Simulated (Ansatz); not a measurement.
Species: AlNH3Cl, charge 0, singlet. AlNH3Cl (SMILES [Cl][AlH][NH2]).
B3LYP-D3(BJ)/def2-TZVP minimum from Ansatz (a program for electronic structure):
```xyz
6

Al    -0.2668    -0.6566    -0.2774
H     -1.1720    -1.3711    -1.3334
Cl    -0.1081     1.4440    -0.2418
N      0.6534    -1.5607     0.9192
H      1.2503    -1.1500     1.6200
H      0.6544    -2.5659     0.9965
```

Quantity: atomisation energy (electronic, to ground-state atoms), in kJ/mol. Open shells are spin-unrestricted; no spin-orbit coupling. CBS(X,Y): correlation extrapolated as X^-3, Hartree-Fock from the larger set (Q,5: extrapolated as (X+1)exp(-9√X)). A bracket is a step between two methods taken in the basis named. Functionals run without relativity, which enters their misses. Double hybrids freeze cores in their MP2 part. 'core' is core correlation in cc-pwCVTZ (1s frozen past Ne), 'X2C' scalar relativity in cc-pVTZ-DK, both at CCSD(T). Where a partner has so few electrons that a lower coupled-cluster level is exact, that level stands in.

CCSD(T)/CBS(cc-pV(Q+d)Z,cc-pV(5+d)Z) + [CCSDT(Q) - CCSD(T)]/cc-pV(D+d)Z + core + X2C (Ansatz) gives 1911.3 kJ/mol.

**Question.** How far off this value is PBE/def2-TZVPD (Ansatz), in which direction, and which of these levels come nearer: r2SCAN/def2-TZVPD, B3LYP/def2-TZVPD, PBE0/def2-TZVPD, wB97M-V/def2-TZVPD, B2PLYP/def2-TZVPD, CCSD(T)/CBS(cc-pV(Q+d)Z,cc-pV(5+d)Z) + core + X2C?

**Answer.** PBE gives 1899.5 kJ/mol, 11.8 kJ/mol below it. Differences of the others: r2SCAN/def2-TZVPD (Ansatz) -13.7; B3LYP/def2-TZVPD (Ansatz) -30.2; PBE0/def2-TZVPD (Ansatz) -39.2; wB97M-V/def2-TZVPD (Ansatz) 0.6; B2PLYP/def2-TZVPD (Ansatz) -36.9; CCSD(T)/CBS(cc-pV(Q+d)Z,cc-pV(5+d)Z) + core + X2C (Ansatz) -1.9 kJ/mol. Nearer than PBE: wB97M-V/def2-TZVPD, CCSD(T)/CBS(cc-pV(Q+d)Z,cc-pV(5+d)Z) + core + X2C.
